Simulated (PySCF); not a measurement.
Species: `ClC[SiH2]O[SiH2]C1CC1`. The columns A, B, C and D hold Mulliken, IAO, Hirshfeld and ESP-fitted charges (e) of one PBE0/pcSseg-1 density (PySCF), in a shuffled order. Coordinates in Å (PBE0-D3(BJ)/def2-SVP); the density's dipole moment is (-2.59, -0.39, 0.49) D.

```json
{"atom": "Cl1", "x": "5.038", "y": "-0.965", "z": "-0.478", "A": "-0.117", "B": "-0.067", "C": "-0.168", "D": "-0.097"}
{"atom": "C2", "x": "3.351", "y": "-0.892", "z": "0.124", "A": "-0.523", "B": "-0.128", "C": "-0.513", "D": "-0.549"}
{"atom": "Si3", "x": "2.461", "y": "0.444", "z": "-0.861", "A": "+0.616", "B": "+0.393", "C": "+0.888", "D": "+1.016"}
{"atom": "O4", "x": "0.903", "y": "0.521", "z": "-0.316", "A": "-0.361", "B": "-0.308", "C": "-0.760", "D": "-0.873"}
{"atom": "Si5", "x": "-0.604", "y": "1.195", "z": "-0.144", "A": "+0.398", "B": "+0.402", "C": "+0.931", "D": "+1.007"}
{"atom": "C6", "x": "-1.931", "y": "-0.056", "z": "-0.475", "A": "-0.272", "B": "-0.140", "C": "-0.551", "D": "-0.449"}
{"atom": "C7", "x": "-3.271", "y": "0.105", "z": "0.208", "A": "-0.295", "B": "-0.082", "C": "-0.221", "D": "-0.273"}
{"atom": "C8", "x": "-2.366", "y": "-1.008", "z": "0.612", "A": "-0.334", "B": "-0.083", "C": "-0.214", "D": "-0.272"}
{"atom": "H9", "x": "2.894", "y": "-1.883", "z": "-0.011", "A": "+0.220", "B": "+0.052", "C": "+0.183", "D": "+0.172"}
{"atom": "H10", "x": "3.378", "y": "-0.668", "z": "1.200", "A": "+0.219", "B": "+0.052", "C": "+0.183", "D": "+0.171"}
{"atom": "H11", "x": "2.489", "y": "0.073", "z": "-2.305", "A": "-0.114", "B": "-0.082", "C": "-0.104", "D": "-0.142"}
{"atom": "H12", "x": "3.162", "y": "1.744", "z": "-0.652", "A": "-0.111", "B": "-0.081", "C": "-0.103", "D": "-0.143"}
{"atom": "H13", "x": "-0.764", "y": "1.665", "z": "1.267", "A": "-0.064", "B": "-0.084", "C": "-0.139", "D": "-0.152"}
{"atom": "H14", "x": "-0.723", "y": "2.361", "z": "-1.074", "A": "-0.089", "B": "-0.086", "C": "-0.119", "D": "-0.152"}
{"atom": "H15", "x": "-1.970", "y": "-0.455", "z": "-1.496", "A": "+0.185", "B": "+0.047", "C": "+0.153", "D": "+0.153"}
{"atom": "H16", "x": "-4.166", "y": "-0.133", "z": "-0.372", "A": "+0.156", "B": "+0.051", "C": "+0.139", "D": "+0.150"}
{"atom": "H17", "x": "-3.405", "y": "0.939", "z": "0.905", "A": "+0.154", "B": "+0.046", "C": "+0.138", "D": "+0.142"}
{"atom": "H18", "x": "-1.873", "y": "-0.946", "z": "1.588", "A": "+0.164", "B": "+0.047", "C": "+0.138", "D": "+0.142"}
{"atom": "H19", "x": "-2.631", "y": "-2.027", "z": "0.316", "A": "+0.168", "B": "+0.050", "C": "+0.138", "D": "+0.149"}
```

Which column most likely holds the ESP-fitted charges?

A. Σ q r misses the density's dipole by 0.08 D (A), 1.37 D (B), 2.33 D (D), 2.44 D (C). Charges fitted to the outside potential are the only set here that is tied to the molecule's multipoles.

And the Hirshfeld charges?

B. The mean sizes are 0.120 e (B), 0.240 e (A), 0.304 e (C), 0.327 e (D), and Hirshfeld charges are commonly the smallest of these schemes.

As computed, A = ESP-fitted, B = Hirshfeld, C = Mulliken, D = IAO. Hydrogens on carbon: ESP-fitted +0.15 to +0.22, Hirshfeld +0.05 to +0.05, Mulliken +0.14 to +0.18, IAO +0.14 to +0.17 e.

The Hirshfeld scheme divides the density at each point in proportion to the densities of the neutral, spherically averaged free atoms. The ESP scheme is a least-squares fit of atom-centred charges to the potential on four shells outside the van der Waals surface, with the total charge fixed.

One conformer (not necessarily the lowest) at the PBE0-D3(BJ)/def2-SVP geometry, without solvent, vibrations or thermal averaging.

Shape of the structure used: `[Cl:1][CH2:2][SiH2:3][O:4][SiH2:5][CH:6]1[CH2:7][CH2:8]1`: Cl1–C2–Si3–O4 180°, C2–Si3–O4–Si5 166°, Si3–O4–Si5–C6 132°, O4–Si5–C6–C7 152°.
